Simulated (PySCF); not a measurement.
C2H4BNO2. Atoms are numbered in the order given.

```xyz
10

B     -0.5576     0.5577     0.0000
H     -1.7324     0.8457     0.0000
N     -0.1546    -0.8082     0.0000
C      0.0140    -1.9929     0.0000
O      0.1984    -3.1504     0.0000
O      0.3953     1.5064     0.0000
C      0.1066     2.8904     0.0000
H      0.5545     3.3539    -0.8930
H      0.5545     3.3539     0.8930
H     -0.9792     3.0827     0.0000
```

Geometry optimised at B3LYP-D3(BJ)/def2-SVP. The structure was generated by enumeration, and PubChem lists no compound with its InChIKey, so it may never have been made. The values are those of a single conformer.

Level of theory: B3LYP/def2-TZVP run with PySCF.

Symmetry labels are those of the subgroup Cs that the program uses (full group Cs).

List the valence orbital energies around the gap with their symmetry. (The exact figures need the calculation; the answer reports its results.)


```json
[
 {"orbital": "HOMO−7", "symmetry": "A\"", "energy (eV)": "-13.06"},
 {"orbital": "HOMO−6", "symmetry": "A\"", "energy (eV)": "-12.75"},
 {"orbital": "HOMO−5", "symmetry": "A'", "energy (eV)": "-12.60"},
 {"orbital": "HOMO−4", "symmetry": "A'", "energy (eV)": "-11.05"},
 {"orbital": "HOMO−3", "symmetry": "A\"", "energy (eV)": "-9.73"},
 {"orbital": "HOMO−2", "symmetry": "A'", "energy (eV)": "-9.35"},
 {"orbital": "HOMO−1", "symmetry": "A\"", "energy (eV)": "-8.45"},
 {"orbital": "HOMO", "symmetry": "A'", "energy (eV)": "-8.26"},
 {"orbital": "LUMO", "symmetry": "A\"", "energy (eV)": "-0.96"},
 {"orbital": "LUMO+1", "symmetry": "A'", "energy (eV)": "0.64"},
 {"orbital": "LUMO+2", "symmetry": "A'", "energy (eV)": "0.97"},
 {"orbital": "LUMO+3", "symmetry": "A'", "energy (eV)": "1.21"}
]
```
